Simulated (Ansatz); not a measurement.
Job for Ansatz (an electronic-structure program): R-PBE0/def2-TZVPP on SnTe, 2S+1 = 1, a spin state set in the input, which need not be the lowest, a point of a bond scan (R = 2.528 Å). Elements past Kr take the def2 small-core potentials; no spin–orbit coupling.

Ansatz 0.2 input:
```yaml
crystal:
  periodic: [false, false, false]
  atoms:
    - {symbol: Sn, position_ang: [0.00000000, 0.00000000, 0.00000000]}
    - {symbol: Te, position_ang: [0.00000000, 0.00000000, 2.52808100]}
basis:
  gaussian:
    orbitals: def2-TZVPP
    pivot_positions_ang: [[0.00000000, 0.00000000, 0.00000000], [0.00000000, 0.00000000, 2.52808100]]
hamiltonian:
  xc: {name: PBE0}
output: {forces: true, orbitals: {seedname: ./end}}
```

It printed:

```
WARN ansatz: RAYON_NUM_THREADS=1 ignored (pool sized by the plan → 1); use --threads N
Functional definition: PBE0
integrals: 0.03 GiB planned
899 factors; their error is unknown
mean field: 0.31 GiB planned
mean field evaluation 1: about -13125.1745 eV, gradient 1.8e1 eV
mean field evaluation 2: about -13110.0691 eV, gradient 6.4e1 eV
mean field evaluation 4: about -13126.5361 eV, gradient 3.1e0 eV
mean field evaluation 8: about -13126.7988 eV, gradient 1.6e-1 eV
mean field evaluation 16: about -13126.7989 eV, gradient 2.9e-5 eV
mean field -13126.79887508 eV, -482.4009609952 hartree, gradient 2.8e-5 eV, S^2 0.000000; 0 other end points of the search recorded, 0 dependent functions left out
the calculation of the forces begins
reference -13126.79889706 eV, -482.4009618032 hartree; 23, 23 occupied and 77, 77 virtual orbitals, 899 factors
Total energy: -13126.79889706 eV, -482.4009618032 hartree
Atom 0 at     0.000000     0.000000     0.000000 Å, force    -0.000000     0.000000     0.162650 eV/Å
Atom 1 at     0.000000     0.000000     2.528081 Å, force     0.000000    -0.000000    -0.162650 eV/Å
Dipole moment:     0.000000    -0.000000    -0.532138 e Å
```

Self-consistency was reached.

Cost: very roughly 4 core-seconds.
